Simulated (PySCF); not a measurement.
Isomers of C4HCl3O2, one GFN2-xTB conformer each. Single-point energies are computed at PBE0/pcSseg-1 (PySCF, gas phase, no added dispersion term), electronic only.

Task: Rank them by PBE0/pcSseg-1 energy, lowest first (kJ/mol).
A. `[O:1]=[C:2]=[C:3]([CH:4]=[O:5])[C:6]([Cl:7])([Cl:8])[Cl:9]` with C2–C3–C4–O5 0°
B. `[O:1]=[C:2]([OH:3])[C:4]#[C:5][C:6]([Cl:7])([Cl:8])[Cl:9]` with O1–C2–O3–H 0°

Result: A (0.0), B (66.2).

As drawn, the lower has cumulated double bonds and a C=C bond outside aromatic rings, which the higher lacks; the higher has a C≡C bond, an O–H bond and a C(=O)–O unit, which the lower lacks. GFN2-xTB itself gives, in the same order: 0.0, 29.1. Both levels put the same isomer lowest.

Task: Which frontier levels, dipoles and rotational constants go with these structures?

Result: 
```csv
SMILES,"HOMO (eV, PBE0/pcSseg-1)",LUMO (eV),dipole (D),"A, B, C (MHz)"
O=C=C(C=O)C(Cl)(Cl)Cl,-8.23,-2.52,1.67,"1161, 868.1, 697.1"
O=C(O)C#CC(Cl)(Cl)Cl,-8.75,-2.35,1.90,"1497, 491.2, 472.3"
```
